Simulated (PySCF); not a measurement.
Energy profile

The step: AlH₃SO ([OH][AlH][SH]) → AlHSO ([OH][Al][S]) + H₂; bonds formed: H2–H4; bonds broken: Al1–H2, S3–H4 (atoms numbered as in the saddle structure below).

```csv
atom,x (Å),y (Å),z (Å)
Al1,-0.4014,-0.0503,-0.1417
H2,1.3868,0.0553,-0.1974
S3,-0.4458,-0.3999,-2.1610
H4,1.0620,-0.1193,-1.0934
O5,-1.0346,0.1732,1.3890
H6,-0.5670,0.3410,2.2045
```

Electronic energies by CCSD(T) at an estimated basis limit (MP2 extrapolated from triple and quadruple zeta, plus CCSD(T) − MP2 in triple zeta), on PBE0-D4/def2-TZVP structures; AlH3SO, singlet; no counterpoise correction. PySCF 2.14 with density fitting (its default auxiliary sets; JK sets also for MP2 and CCSD(T)); basis: def2-TZVPP and def2-QZVPP; cores frozen in the correlated methods. Extrapolation: Hartree–Fock as exp(−7.88 √X), correlation as X^−2.97.

Give the profile in kJ/mol, counted from the start structure. (To be estimated.)

By the calculation:
| point | kJ/mol |
| --- | --- |
| start structure | 0.0 |
| saddle | 187.4 |
| end structure | 128.4 |
| separated: AlHSO (linked as [OH][Al][S]; Al1, S3, O5, H6; singlet) + H2 (H2, H4; singlet) | 131.4 |

No T1 diagnostic of these runs exceeds 0.018. The end structure is not quite a true minimum (one mode of 42i cm⁻¹).

For scale, one of the runs: CCSD(T)/def2-TZVPP, 157 basis functions, launched by `OMP_NUM_THREADS=4 python run.py`. The run took 94 s on 4 CPU threads of an Arm Neoverse V2 (shared host), with 0.98 GiB of host memory at its peak.
